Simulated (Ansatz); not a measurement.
Program: Ansatz. Geometries: PBE0-D4/def2-TZVP. ΔE: electronic, gas phase. CBS: MP2 limit from def2 TZ/QZ plus the TZ coupled-cluster correction, frozen cores. This one scheme is used for every species. DFT in def2-TZVPP. B3LYP here is the variant with VWN-RPA as its local correlation; programs differ in this. Open shells (•) are unrestricted, without spin–orbit coupling. For Ge outer-core shells are correlated without core-valence functions, which leaves a few kJ/mol of doubt a bond. Scalar relativity is left out up to krypton. One conformer a species, not always the lowest.

Reaction (hydrogen abstraction from a Ge–H bond): `[SH][GeH2][Cl]` + `[OH]`• → `[SH][GeH][Cl]`• + H₂O

`[SH][GeH2][Cl]`:

```xyz
6

S    -1.434    0.515   -0.903
Ge    0.129   -0.235    0.460
Cl    1.679    1.240    0.734
H    -0.661    0.412   -1.996
H     0.824   -1.473   -0.114
H    -0.538   -0.460    1.818
```

`[OH]`•:

Cartesian coordinates in Å:
```
O 0.319 0.239 0.278
H -0.319 -0.239 -0.278
```

`[SH][GeH][Cl]`•:

```xyz
5

S    -0.815    1.157   -0.766
Ge    0.234   -0.727   -0.250
Cl    1.191   -0.549    1.686
H     0.266    1.925   -0.549
H    -0.875   -1.806   -0.121
```

H₂O:

```xyz
3

O     0.285    0.264    0.009
H    -0.643    0.401    0.208
H     0.358   -0.665   -0.217
```

```json
{"species": "`[SH][GeH2][Cl]`", "B3LYP-D4 energy (Eh)": "-2937.38019"}
{"species": "`[OH]`•", "B3LYP-D4 energy (Eh)": "-75.76996"}
{"species": "`[SH][GeH][Cl]`•", "B3LYP-D4 energy (Eh)": "-2936.74697"}
{"species": "H₂O", "B3LYP-D4 energy (Eh)": "-76.46698"}
```

Q: Work out ΔE.

A: ΔE = (-2936.74697) + (-76.46698) − (-2937.38019) − (-75.76996) = -0.06380 Eh = -167.5 kJ/mol. CCSD(T)/CBS gives -162.8 kJ/mol.

Largest T1 diagnostic among the species: 0.014.

At CCSD(T), def2-SVP lies +25.9 kJ/mol from the extrapolated value and def2-TZVPP +9.4 kJ/mol. In def2-TZVPP, CCSD(T) changes the Hartree–Fock value by −71.4 kJ/mol (the triples alone add −7.2 kJ/mol) and MP2 by −93.6 kJ/mol.
